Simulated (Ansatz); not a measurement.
# Pulling the pair apart

The pair of K⁺ (SMILES [K+], atom 1) and SiH3F (SMILES [SiH3]F, atoms 2–6), both closed shells, in one local arrangement (a lower one may exist), relaxed at PBE0-D4/def2-TZVP:

K1  (-0.086, 0.871, -3.321)
Si2  (0.020, -0.198, 0.755)
F3  (-0.022, 0.222, -0.842)
H4  (-1.248, 0.296, 1.326)
H5  (1.208, 0.477, 1.310)
H6  (0.128, -1.669, 0.773)
(Å)

SiH3F is shifted rigidly along the line between the mean atom positions of the two fragments (negative: closer). Counterpoise interaction energies in kJ/mol. Ansatz 0.2.0; basis: def2-TZVPPD; cores frozen in the correlated methods. The outer core shell of Li, Na, Mg and K is correlated. The def2 sets are not built for correlating such inner shells, so the correlated values are less sure here.

```
shift (Å)     HF    MP2  PBE-D4
    -0.26  -50.2  -49.5   -50.4
    -0.13  -59.0  -57.8   -58.2
     0.00  -61.7  -60.2   -60.5
     0.13  -61.0  -59.3   -59.8
     0.31  -57.4  -55.4   -56.6
     0.64  -48.3  -46.1   -49.9
     1.28  -34.0  -31.9   -34.4
     2.56  -19.2  -17.6   -17.8
```

What does CCSD(T) give at these shifts? (An estimate is asked for; the value comes from the calculation.)

The calculation gives: -49.5, -58.0, -60.4, -59.5, -55.6, -46.3, -31.9, -17.6 kJ/mol. For zero shift, CCSD(T) at an estimated basis limit (MP2 extrapolated from triple and quadruple zeta, plus CCSD(T) − MP2 in triple zeta) gives -63.3 kJ/mol. These are counterpoise interaction energies, counted from the two frozen fragments.

T1 diagnostic: at most 0.010.

For scale, one of the runs: CCSD(T)/def2-TZVPPD, 175 basis functions, launched by `ansatz run in.yaml --threads 2 --pin off --events-out ev --progress --plain --max-ram 5222MiB`. Hardware: 2 CPU threads of an AMD EPYC 7571, shared host. Wall time 100 s; peak host memory 1.6 GiB.
